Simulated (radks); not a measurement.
Values are calculated unless marked as measured or tabulated.
Valence configurations of Mg (all share [Ne]). Level of theory: scalar-relativistic Kohn-Sham, SCAN, spin-unpolarised, spherical densities, finite nucleus; meta-GGA in the generalised Kohn-Sham scheme; Fermi nuclear charge, rms radius 3.057 fm (a radial shooting solver on a logarithmic mesh with Libxc functionals). Order these by energy: 3s1 3p1; 3p2; 3s0.5 3p1.5; 3s2; 3s1.5 3p0.5.

Answer. From the lowest, in eV above it: 3s2 0.000; 3s1.5 3p0.5 1.846; 3s1 3p1 3.699; 3s0.5 3p1.5 5.525; 3p2 7.393. NIST lists [Ne] 3s2 as the ground configuration; this level of theory agrees among the configurations tried. The energies are those of spherical spin-averaged densities, not of single terms.
